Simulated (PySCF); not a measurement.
Level of theory: B3LYP-D3(BJ)/def2-TZVP // BP86-D3(BJ)/def2-SVP run with PySCF 2.14.0. Gas-phase values, no solvent. B3LYP has the VWN-RPA correlation part, as in Gaussian. 

Reference species: [Ti(Cl)3] (neutral, multiplicity 2).

```json
{
  "spin population on the central atom (Mulliken)": "1.08",
  "coordination_number": "3",
  "charge on the central atom (Mulliken)": "1.04 e"
}
```

After one change: the spin population on the central atom (Mulliken) falls by 0.61; the coordination number is nearly the same; the charge on the central atom (Mulliken) falls by 0.41 e.

Problem. What was changed between the two runs? The new species is one of these.
A) [Zr(Cl)3]
B) [Pd(Cl)3]
C) [Hf(Cl)3]

Solution. B, [Pd(Cl)3]
